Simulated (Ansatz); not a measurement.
Cost and result for the atomization energy of CH₇ClO₂Si₂ (`C[Si@@H](O)[Si@H](O)Cl`) (13 atoms, 12 bonds).

```xyz
13

C     1.847    0.679   -0.087
Si    0.420   -0.430    0.379
O     0.163   -0.494    2.012
Si   -1.586    0.328   -0.571
O    -2.869   -0.668   -0.343
Cl   -1.143    0.489   -2.593
H     1.694    1.696    0.281
H     1.948    0.719   -1.174
H     2.788    0.304    0.325
H     0.688   -1.801   -0.158
H     0.846   -0.878    2.564
H    -2.054    1.662   -0.131
H    -2.743   -1.605   -0.505
```

Total charge 0; spin multiplicity 1. All single points use the PBE0-D4/def2-TZVP geometry. It is one conformer, not always the lowest. Program: Ansatz. All runs use 2 threads of an AMD EPYC 7R13 on a shared host and a share of an NVIDIA H100 80 GB. Times are those of one run each, without the atoms' runs, and a repeat can differ threefold. Electronic energies, without spin–orbit coupling; frozen cores. CCSD(T)/CBS adds CCSD(T) − MP2 in def2-TZVPP to the MP2 limit, and its time is that of the two runs behind it. T1 = 0.011. B3LYP takes the VWN-RPA correlation (the form of Gaussian; ORCA's B3LYP/G).

CCSD(T)/CBS is a level of theory with its own doubt, some kJ/mol a heavy atom from the limit and from the frozen cores, so smaller differences don't rank the functionals.

| level | functions | wall time |
| --- | --- | --- |
| r2SCAN-D4/def2-TZVPP (with forces) | 317 | 4.2 s |
| PBE0-D4/def2-TZVPP | 317 | 4.9 s |
| B3LYP-D4/def2-TZVPP (with forces) | 317 | 5.5 s |
| PBE-D4/def2-TZVPP (with forces) | 317 | 6 s |
| MP2/def2-QZVPP | 591 | 7.5 s |
| B2PLYP/def2-TZVPP | 317 | 8 s |
| ωB97X-V/def2-TZVPP | 317 | 8 s |
| CCSD(T)/def2-TZVPP | 317 | 9 s |
| ωB97M-V/def2-TZVPP (with forces) | 317 | 9.5 s |
| CCSD(T)/CBS(def2) | – | 17 s |

(1) What atomization energy does each give, and how far from CCSD(T)/CBS? (Estimate.)

Answers

(1) The calculation gave: 
```csv
level,atomization (kcal/mol),difference from CCSD(T)/CBS,per bond
r2SCAN-D4/def2-TZVPP (with forces),1134.6,-1.9,-0.2
PBE0-D4/def2-TZVPP,1124.3,-12.2,-1.0
B3LYP-D4/def2-TZVPP (with forces),1126.3,-10.2,-0.8
PBE-D4/def2-TZVPP (with forces),1141.0,4.5,0.4
MP2/def2-QZVPP,1143.1,6.6,0.6
B2PLYP/def2-TZVPP,1115.8,-20.7,-1.7
ωB97X-V/def2-TZVPP,1136.7,0.2,0.0
CCSD(T)/def2-TZVPP,1102.5,-34.0,-2.8
ωB97M-V/def2-TZVPP (with forces),1135.1,-1.4,-0.1
CCSD(T)/CBS(def2),1136.5,0.0,0.0
```

In def2-TZVPP, CCSD(T) changes the Hartree–Fock value by +272.5 kcal/mol (the triples alone add +15.6 kcal/mol) and MP2 by +292.9 kcal/mol; breaking electron pairs costs correlation energy, which Hartree–Fock lacks. From PBE to PBE0 (25 % exact exchange), in def2-TZVPP and without D4, the atomization energy moves by −15.5 kcal/mol: exact exchange takes away binding that semilocal exchange gives to molecules. The D4 term adds +12.8 kcal/mol with B3LYP and +6.8 kcal/mol with PBE0; it sums over pairs of atoms, weighted by their polarisabilities, and B3LYP, whose exchange is more repulsive, gets the larger term.
